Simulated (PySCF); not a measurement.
## Nuclear quadrupole coupling in `N#C[Si@H]1C[Si@H](O[SiH3])C1`

C3H9NOSi3.
Geometry (GFN2-xTB, Å), atoms numbered from 1 in this order:
```xyz
17
C3H9NOSi3 angstrom
N     -4.571    0.178    0.162
C     -3.461   -0.063    0.010
Si    -1.647   -0.440   -0.229
C     -0.655    1.093   -0.805
Si     0.502    0.953    0.720
O      1.941    0.318    0.319
Si     2.856   -0.729   -0.515
C     -0.673   -0.395    1.419
H     -1.577   -1.654   -1.047
H     -0.169    1.001   -1.772
H     -1.243    2.007   -0.832
H      0.853    2.128    1.504
H      2.133   -1.996   -0.643
H      3.101   -0.135   -1.828
H      4.065   -0.858    0.292
H     -1.264   -0.068    2.270
H     -0.196   -1.328    1.707
```

Field gradients from the PBE0/pcSseg-1 density (PySCF, non-relativistic), principal values in atomic units, ordered |Vxx| ≤ |Vyy| ≤ |Vzz|:

```
atom      Vxx      Vyy      Vzz
  N1   0.5758   0.5768  -1.1526
  O6  -0.4827  -0.5831   1.0658
```

Find the asymmetry η = (Vxx − Vyy)/Vzz and the couplings χ = eQV/h (234.96 MHz × Q in barn × V in au), with Q(14N) = 0.02044 b, Q(17O) = −0.0256 b.

| atom | environment | nucleus | η | χzz (MHz) | χxx (MHz) | χyy (MHz) |
| --- | --- | --- | --- | --- | --- | --- |
| N1 | cyano nitrogen | 14N | 0.00 | -5.54 | 2.77 | 2.77 |
| O6 | siloxane oxygen | 17O | 0.09 | -6.41 | 2.90 | 3.51 |

The gradient is axial or nearly so (η below 0.05) at N1. 

What is Vzz at O6 in SI units (1 au = 9.71736 × 10²¹ V/m²)?

1.0658 au = 10.357 × 10²¹ V/m².

And the gradient at the other heavy atoms, for which no coupling is worked out here?

| atom | environment | Vzz (au) | η |
| --- | --- | --- | --- |
| C2 | cyano carbon | -0.452 | 0.00 |
| Si3 | SiH silicon | 0.442 | 0.71 |
| C4 | sp3 carbon bound to silicon | -0.078 | 0.42 |
| Si5 | oxygen-bound silicon | -0.459 | 0.83 |
| Si7 | oxygen-bound silicon | 0.585 | 0.13 |
| C8 | sp3 carbon bound to silicon | -0.077 | 0.49 |

What couplings would deuterons (Q(2H) = 0.00286 b) have in place of the hydrogens, at this geometry?

```json
{"atom": "H9", "bonded to": "Si3", "bond length (Å)": "1.465", "Vzz (au)": "0.1583", "η": "0.03", "χzz (kHz)": "106"}
{"atom": "H10", "bonded to": "C4", "bond length (Å)": "1.087", "Vzz (au)": "0.3313", "η": "0.03", "χzz (kHz)": "223"}
{"atom": "H11", "bonded to": "C4", "bond length (Å)": "1.087", "Vzz (au)": "0.3299", "η": "0.03", "χzz (kHz)": "222"}
{"atom": "H12", "bonded to": "Si5", "bond length (Å)": "1.456", "Vzz (au)": "0.1655", "η": "0.00", "χzz (kHz)": "111"}
{"atom": "H13", "bonded to": "Si7", "bond length (Å)": "1.465", "Vzz (au)": "0.1581", "η": "0.04", "χzz (kHz)": "106"}
{"atom": "H14", "bonded to": "Si7", "bond length (Å)": "1.462", "Vzz (au)": "0.1602", "η": "0.03", "χzz (kHz)": "108"}
{"atom": "H15", "bonded to": "Si7", "bond length (Å)": "1.459", "Vzz (au)": "0.1627", "η": "0.02", "χzz (kHz)": "109"}
{"atom": "H16", "bonded to": "C8", "bond length (Å)": "1.087", "Vzz (au)": "0.3297", "η": "0.03", "χzz (kHz)": "222"}
{"atom": "H17", "bonded to": "C8", "bond length (Å)": "1.086", "Vzz (au)": "0.3313", "η": "0.03", "χzz (kHz)": "223"}
```

The structure is a single GFN2-xTB conformer in the gas phase; no vibrational or solvent corrections. GFN2-xTB bond lengths can be off by several hundredths of an ångström, more for odd bonds, and the gradients follow them. With a basis this small, the couplings can be 20 % off.

These values come from a run that also computed NMR shieldings. Hardware: one thread, Intel Xeon Platinum 8559C (x86_64), on a shared host. Cost: 50 s (grids of density and orbitals included), 0.93 GiB resident at most.
